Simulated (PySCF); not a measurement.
How methods differ on the ionisation energy of S⁺

S⁺ [Ne] 3s2 3p3 (4S) → S²⁺ [Ne] 3s2 3p2 (3P), as a difference of total energies. Calculation: PySCF 2.14, in def2-TZVP (5s5p2d1f, 37 functions); no relativity, point nucleus. Correlated levels: valence: [Ne] frozen. The calculations carry no spin-orbit coupling.

```csv
method,ionisation energy (eV)
UHF,22.720
LDA,23.405
M06-L,23.488
MP2 (valence),23.323
SCS-MP2 (valence),23.140
```

**Question.** Estimate what CCSD(T) (valence) gives.

**Answer.** 23.295 eV, closest to MP2 (valence) among the rows shown.

**Question.** Estimate what CCSD (valence) gives.

**Answer.** 23.258 eV, closest to MP2 (valence) among the rows shown.

The reference lies between the lowest fine-structure levels, while these numbers refer to the centres of the terms.

Errors of the correlated levels include the incompleteness of this basis and the frozen core.

For comparison: 23.338 eV (measured; NIST Atomic Spectra Database, ionization energies).
